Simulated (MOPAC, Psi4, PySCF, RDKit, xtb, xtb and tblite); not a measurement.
Two geometries of SMILES CSCC=O (C₃H₆OS), relaxed at GFN2-xTB with one dihedral held; other torsions can differ between them too.

Structure A

```
11

C      1.6591    -0.1116    -0.7166
S      0.6987    -0.7623     0.6745
C     -1.0017    -0.6084    -0.0014
C     -1.3895     0.8407    -0.0106
O     -0.8116     1.7050    -0.6090
H      1.5344    -0.7605    -1.5795
H      1.3300     0.8998    -0.9356
H      2.6958    -0.1088    -0.3964
H     -0.9784    -1.0229    -1.0109
H     -1.6451    -1.2034     0.6403
H     -2.2298     1.0860     0.6676
```

Structure B

```
11

C     -1.7157    -0.1612    -0.7060
S     -0.7299    -0.8091     0.6747
C      0.9280    -0.5741    -0.0254
C      1.3844     0.8584     0.0106
O      2.4427     1.2380    -0.3979
H     -1.5565    -0.7793    -1.5853
H     -1.4387     0.8698    -0.9057
H     -2.7548    -0.2140    -0.3994
H      0.9563    -0.9643    -1.0449
H      1.6101    -1.1746     0.5800
H      0.6594     1.5496     0.4819
```

Task: Which is lower in energy at the level DF-MP2 (frozen core)/cc-pVTZ // GFN2-xTB run with Psi4, and by how much?

Result: B is lower, by 2.76 kJ/mol (dihedral S2–C3–C4–O5: 60° in A, 180° in B).

E(B) − E(A) in kJ/mol at the other levels, on the same two geometries: GFN2-xTB (xtb and tblite) -1.05; MMFF94 // GFN2-xTB (RDKit) -4.21; B3LYP/def2-TZVP // GFN2-xTB (Psi4) -4.09; B3LYP-D3(BJ)/def2-TZVP // GFN2-xTB (Psi4) -2.88; PBE/def2-TZVP // GFN2-xTB (Psi4) -3.12; PBE-D3(BJ)/def2-TZVP // GFN2-xTB (Psi4) -2.48; wB97X-D/def2-TZVP // GFN2-xTB (Psi4) -5.59; HF/cc-pVTZ // GFN2-xTB (Psi4) -6.91; UFF // GFN2-xTB (RDKit) -11.52; PM6, restricted, heats of formation // GFN2-xTB (MOPAC) 2.03; PM7, restricted, heats of formation // GFN2-xTB (MOPAC) 1.71; GFN1-xTB // GFN2-xTB (xtb) 0.95; restricted B3LYP/6-31G*, spherical d // GFN2-xTB (PySCF) -0.42; restricted B3LYP/3-21G // GFN2-xTB (PySCF) 9.31; restricted BP86/6-31G*, spherical d // GFN2-xTB (PySCF) -0.33; restricted Hartree-Fock/3-21G // GFN2-xTB (PySCF) 6.06.
